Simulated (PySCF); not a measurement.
C5H8NO, doublet, at a GFN2-xTB geometry. Base run: CCSD(T)/STO-3G (PySCF).

Input for PySCF:
```python
from pyscf import gto, scf, cc

mol = gto.M(
    atom='''
C     2.077866    0.096556    0.022324
N     0.650178    0.187249   -0.092207
C     0.016114    1.268934   -0.800880
C    -1.425944    0.969334   -0.669457
C    -1.621557   -0.268433    0.104539
C    -0.203824   -0.713655    0.442610
O     0.119829   -1.694099    1.074887
H     2.305404   -0.799646    0.597536
H     2.541278    0.021969   -0.965025
H     2.480985    0.971792    0.538686
H     0.354456    1.299469   -1.852191
H     0.294590    2.242569   -0.359124
H    -2.204611    1.575759   -1.083729
H    -2.139309   -1.060170   -0.451694
H    -2.198601   -0.126103    1.027073
''',
    basis='sto-3g',
    charge=0,
    spin=1,
    verbose=4,
)

mf = scf.UHF(mol)
mf.kernel()

mycc = cc.CCSD(mf)
mycc.kernel()
et = mycc.ccsd_t()
print('E(CCSD(T)) = %.10f' % (mycc.e_tot + et))
```

**Question.** The base was run again with changes. Order these runs by total energy, lowest first: method = mp2 | frozen = 8 | method = cisd.

**Answer.** frozen = 8 (ΔE vs base (kcal/mol) 13.55), method = cisd (ΔE vs base (kcal/mol) 44.63), method = mp2 (ΔE vs base (kcal/mol) 56.52)

Open shells are given as the SCF converged; they aren't shown to be the lowest states, and a large step between rows can be another state.
